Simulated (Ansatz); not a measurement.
Geometry optimisation, RKS PBE-D4/6-31G* (Ansatz 0.2.0).

input.yaml

```yaml
crystal:
  periodic: [false, false, false]
  atoms:
    - { symbol: B, position_ang: [0.066038, -0.290578, -0.193162] }
    - { symbol: F, position_ang: [-0.059732, -0.926145, 0.977657] }
    - { symbol: "N", position_ang: [1.310522, -0.257364, -0.83994] }
    - { symbol: H, position_ang: [2.146867, -0.705789, -0.472066] }
    - { symbol: H, position_ang: [1.444101, 0.206328, -1.733691] }
    - { symbol: H, position_ang: [-0.898188, 0.223052, -0.70202] }
    - { symbol: Si, position_ang: [0.084398, 2.529338, 1.225649] }
    - { symbol: H, position_ang: [0.736265, 3.314407, 2.325822] }
    - { symbol: H, position_ang: [0.862207, 2.748571, -0.037564] }
    - { symbol: H, position_ang: [-1.315886, 3.033303, 1.040272] }
    - { symbol: H, position_ang: [0.057109, 1.107779, 1.606443] }
basis:
  gaussian: { orbitals: "6-31G*" }
hamiltonian:
  xc: pbe
  dispersion: d4
relax:
  f_tol: 0.03
  max_steps: 50
output:
  orbitals: {}
```

Command:

```bash
$ ansatz run input.yaml --threads 1 --pin off --max-ram 2048MiB --backend cpu --events-out ev --progress --plain --runs-dir out
```

Problem. Where does it end, and by what steps?

Solution. It converged. The force dipped under the threshold on the way, but the program's further checks kept it going. After 21 steps the energy has fallen by 0.211 eV; H11 moved furthest, 0.98 Å.

| step | energy less start (eV) | largest force component (eV/Å) | accepted |
| --- | --- | --- | --- |
| 0 | 0.0000 | 0.624 | yes |
| 1 | -0.1156 | 0.167 | yes |
| 2 | -0.1486 | 0.339 | yes |
| 3 | -0.1597 | 0.271 | yes |
| 4 | -0.1634 | 0.143 | yes |
| 5 | -0.1647 | 0.062 | yes |
| 6 | -0.1664 | 0.008 | yes |
| 7 | -0.1675 | 0.217 | yes |
| 8 | -0.1703 | 0.095 | yes |
| 9 | -0.1739 | 0.054 | yes |
| 10 | -0.1792 | 0.149 | yes |
| 11 | -0.1818 | 0.281 | yes |
| 12 | -0.1892 | 0.167 | yes |
| 13 | -0.1974 | 0.232 | yes |
| 14 | -0.2047 | 0.188 | yes |
| 15 | -0.2085 | 0.117 | yes |
| 16 | -0.2101 | 0.061 | yes |
| 17 | -0.2109 | 0.015 | yes |
| 18 | -0.2112 | 0.041 | yes |
| 19 | -0.2113 | 0.052 | yes |
| 20 | -0.2113 | 0.031 | yes |
| 21 | -0.2114 | 0.027 | yes |

```xyz
11
Properties=species:S:1:pos:R:3
B -0.195 -0.739 -0.437
F -0.188 -1.701 0.508
N 0.990 -0.038 -0.721
H 1.874 -0.222 -0.248
H 1.040 0.689 -1.429
H -1.219 -0.494 -1.025
Si 0.424 2.688 1.308
H 0.280 3.920 2.153
H 1.552 2.901 0.343
H -0.849 2.459 0.554
H 0.725 1.519 2.192
```

Whether the end is a true minimum wasn't checked by a vibrational analysis.

Time of the run: 40 s on 1 thread of Intel(R) Xeon(R) Platinum 8488C (Sapphire Rapids) (shared host), peak memory 0.16 GiB.
